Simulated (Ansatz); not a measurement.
Ideal-gas functions of C$_{2}$H$_{5}$ClMg (`C[CH2][Mg][Cl]`) at 500 K and 1 bar, from an Ansatz frequency run at PBE0-D4/def2-TZVP.

Molar mass 88.82 g/mol, point group Cs (symmetry number 1), electronic degeneracy 1, moments of inertia 20.771, 367.007, 381.616 u Å². Harmonic wavenumbers (cm⁻¹, unscaled): 68, 92, 214, 224, 366, 550, 602, 917, 950, 1020, 1175, 1253, 1405, 1444, 1490, 1502, 3019, 3025, 3061, 3077, 3099.

Use S(trans) = R[1.5 ln M + 2.5 ln T − 1.1517]; rotational temperatures θ = 24.2544 K / I; S(rot) = R[ln(√π/σ · √(T³/θAθBθC)) + 1.5]; for each mode x = 1.438777 ν̃/T, S = R[x/(eˣ − 1) − ln(1 − e⁻ˣ)] and H = RT x/(eˣ − 1); 1 cm⁻¹ = 0.0119627 kJ/mol; R = 8.31446 J/(mol·K).

Task: By hand: the entropy, in J/(mol·K).

Result: Translation 175.6. Rotation: θ = 1.1677, 0.0661, 0.0636 K, giving 116.8. Vibration, mode by mode: 21.89, 19.39, 12.48, 12.11, 8.26, 5.31, 4.71, 2.30, 2.14, 1.82, 1.28, 1.07, 0.75, 0.68, 0.61, 0.59, 0.01, 0.01, 0.01, 0.01, 0.01, in all 95.5. Electronic 0.0. Sum 387.9 J/(mol·K).

Task: By hand: H − E and G − E in kJ/mol, counted from the electronic energy.

Result: Zero-point energy ½ × 28553 × 0.0119627 = 170.8; thermal vibration 23.3; translation, rotation and pV give 4 RT = 16.6. H − E = 210.7 kJ/mol, and G − E = 210.7 − 500 × 387.9/1000 = 16.8 kJ/mol.

Vibration gives 25 % of the entropy, 41.3 J/(mol·K) of it from the modes under 150 cm⁻¹: soft modes count most, and the harmonic formula is weakest for them. The sum counts one conformer and one mirror image; others add a mixing term.
